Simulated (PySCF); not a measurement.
# Working out the ionisation energy of Mg⁺

Mg⁺ [Ne] 3s1 (2S) → Mg²⁺ [Ne] (1S). Computed with PySCF 2.14 in aug-cc-pCVTZ-DK, with scalar relativity by spin-free X2C-1e. Frozen: nothing. Energies in hartree (1 hartree = 27.21139 eV):

```json
{"part": "UHF", "Mg⁺ (lower)": "-199.676473", "Mg²⁺ (upper)": "-199.134606"}
{"part": "CCSD correlation", "Mg⁺ (lower)": "-0.302078", "Mg²⁺ (upper)": "-0.294486"}
{"part": "(T)", "Mg⁺ (lower)": "-0.002236", "Mg²⁺ (upper)": "-0.001964"}
```

Question: What does Hartree-Fock give?

Answer: (-199.134606) − (-199.676473) = 0.541867 hartree = 14.745 eV.

Question: What do CCSD and CCSD(T) give?

Answer: The CCSD correlation energies differ by 0.007592 hartree = 0.207 eV and the triples by 0.000272 hartree = 0.007 eV, so CCSD gives 14.952 eV and CCSD(T) 14.959 eV.

Measured between the centres of the two terms (NIST): 15.035 eV, so CCSD(T) (all electrons) is off by -0.076 eV.

What remains against the reference includes basis incompleteness and higher excitations.
